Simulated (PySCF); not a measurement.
Shapes and spin states of GaN₂

All numbers come from PBE0 in PySCF with Ga def2-TZVP, N def2-TZVP; no relativity; density-fitted integrals.

Relaxations began from a few typed shapes and spin states; open shells are unrestricted. The search is not exhaustive: other isomers or separated fragments can lie lower, and high-lying points may rest on an excited occupation.

```json
{"spin": "quartet", "group": "D∞h", "bonds": "Ga–N 1.807 Å (×2)", "angles": "N–Ga–N 180.0°", "imaginary modes (cm⁻¹)": "none", "ΔE (kJ/mol)": "0.0", "ΔE with ZPE (kJ/mol)": "0.0"}
{"spin": "broken-symmetry Ms = 1/2 (⟨S²⟩ 1.74)", "group": "C∞v", "bonds": "Ga–N 1.754 Å, Ga–N 1.867 Å", "angles": "N–Ga–N 180.0°", "imaginary modes (cm⁻¹)": "none", "ΔE (kJ/mol)": "12.3", "ΔE with ZPE (kJ/mol)": "13.0"}
```

The lowest minimum found is the quartet D∞h: Ga–N 1.807 Å (×2); N–Ga–N 180.0°.

For the lowest minimum: the spin densities have lower symmetry than the nuclear frame.

The electron or spin density has lower symmetry than the nuclear frame for the broken-symmetry Ms = 1/2 (⟨S²⟩ 1.74) C∞v at 12.3 kJ/mol.
